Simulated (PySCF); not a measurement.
# Electric field gradients and quadrupole coupling constants

Compound: C6H10OSSi.
Numbering: `[CH3:1][CH2:2][Si@H:3]1[C:4](=[O:5])[CH:6]=[C:7]1[S:8][CH3:9]` (hydrogens: H10, H11, H12 on C1; H13, H14 on C2; H15 on Si3; H16 on C6; H17, H18, H19 on C9)

Structure used (GFN2-xTB), in Å, numbered top down from 1:
```xyz
19
C6H10OSSi angstrom
C     -2.648    1.348   -0.126
C     -2.311   -0.129   -0.323
Si    -0.923   -0.716    0.832
C      0.181   -2.254    0.361
O      0.065   -3.456    0.305
C      1.328   -1.399    0.083
C      0.844   -0.154    0.333
S      1.621    1.372    0.223
C      3.307    0.919   -0.294
H     -2.989    1.533    0.889
H     -3.436    1.656   -0.811
H     -1.774    1.968   -0.309
H     -3.208   -0.726   -0.148
H     -2.025   -0.294   -1.363
H     -1.231   -0.481    2.244
H      2.307   -1.715   -0.239
H      3.874    1.842   -0.352
H      3.268    0.439   -1.266
H      3.741    0.257    0.449
```

Field gradients from the PBE0/pcSseg-1 density (PySCF, non-relativistic), principal values in atomic units, ordered |Vxx| ≤ |Vyy| ≤ |Vzz|:

```json
{"atom": "O5", "Vxx": "0.5405", "Vyy": "1.2820", "Vzz": "-1.8225"}
{"atom": "S8", "Vxx": "0.0405", "Vyy": "2.2258", "Vzz": "-2.2663"}
```

Q: Find the asymmetry η = (Vxx − Vyy)/Vzz and the couplings χ = eQV/h (234.96 MHz × Q in barn × V in au), with Q(17O) = −0.0256 b, Q(33S) = −0.0678 b.

A: 
```json
{"atom": "O5", "environment": "carbonyl oxygen", "nucleus": "17O", "η": "0.41", "χzz (MHz)": "10.96", "χxx (MHz)": "-3.25", "χyy (MHz)": "-7.71"}
{"atom": "S8", "environment": "sulfide sulfur", "nucleus": "33S", "η": "0.96", "χzz (MHz)": "36.10", "χxx (MHz)": "-0.64", "χyy (MHz)": "-35.46"}
```

At S8 η is above 0.9: Vyy and Vzz are nearly equal in size and opposite in sign, so a small change could swap them and flip the sign of χzz. The tensor is traceless: Vxx + Vyy + Vzz = 0.

Q: What is Vzz at S8 in SI units (1 au = 9.71736 × 10²¹ V/m²)?

A: -2.2663 au = -22.022 × 10²¹ V/m².

Q: What couplings would deuterons (Q(2H) = 0.00286 b) have in place of the hydrogens, at this geometry?

A: 
```csv
atom,bonded to,bond length (Å),Vzz (au),η,χzz (kHz)
H10,C1,1.087,0.3150,0.03,212
H11,C1,1.088,0.3139,0.02,211
H12,C1,1.087,0.3132,0.03,210
H13,C2,1.091,0.3117,0.02,209
H14,C2,1.092,0.3089,0.02,208
H15,Si3,1.464,0.1618,0.01,109
H16,C6,1.077,0.3366,0.05,226
H17,C9,1.085,0.3165,0.05,213
H18,C9,1.086,0.3135,0.03,211
H19,C9,1.086,0.3133,0.03,211
```

The structure is a single GFN2-xTB conformer in the gas phase; no vibrational or solvent corrections. GFN2-xTB bond lengths can be off by several hundredths of an ångström, more for odd bonds, and the gradients follow them. The small basis limits the accuracy of the gradients.

The run behind these numbers computed NMR shieldings as well. The run took 59 s on one thread of an Arm Neoverse V1, shared host with 32 logical CPUs at a one-minute load of 18, and the process peaked at 1.0 GiB of memory.
